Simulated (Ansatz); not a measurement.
Ideal-gas functions of CH₄BFGe, SMILES `F[B]1[CH2][GeH2]1` at 600 K and 1 bar, from an Ansatz frequency run at PBE0-D4/def2-TZVP.

Molar mass 118.46 g/mol, point group C1 (symmetry number 1), electronic degeneracy 1, moments of inertia 46.728, 174.428, 212.137 u Å². Harmonic wavenumbers (cm⁻¹, unscaled): 187, 315, 333, 399, 480, 545, 626, 712, 751, 841, 878, 1029, 1369, 1495, 2143, 2179, 3121, 3197.

Use S(trans) = R[1.5 ln M + 2.5 ln T − 1.1517]; rotational temperatures θ = 24.2544 K / I; S(rot) = R[ln(√π/σ · √(T³/θAθBθC)) + 1.5]; for each mode x = 1.438777 ν̃/T, S = R[x/(eˣ − 1) − ln(1 − e⁻ˣ)] and H = RT x/(eˣ − 1); 1 cm⁻¹ = 0.0119627 kJ/mol; R = 8.31446 J/(mol·K).

Problem. By hand: the entropy, in J/(mol·K).

Solution. Translation 182.9. Rotation: θ = 0.5191, 0.1391, 0.1143 K, giving 117.0. Vibration, mode by mode: 15.05, 10.84, 10.40, 8.99, 7.59, 6.66, 5.68, 4.81, 4.46, 3.76, 3.51, 2.64, 1.38, 1.08, 0.30, 0.28, 0.04, 0.03, in all 87.5. Electronic 0.0. Sum 387.4 J/(mol·K).

Problem. By hand: H − E and G − E in kJ/mol, counted from the electronic energy.

Solution. Zero-point energy ½ × 20600 × 0.0119627 = 123.2; thermal vibration 30.0; translation, rotation and pV give 4 RT = 20.0. H − E = 173.2 kJ/mol, and G − E = 173.2 − 600 × 387.4/1000 = -59.2 kJ/mol.

Vibration gives 23 % of the entropy. The sum counts one conformer and one mirror image; others add a mixing term.
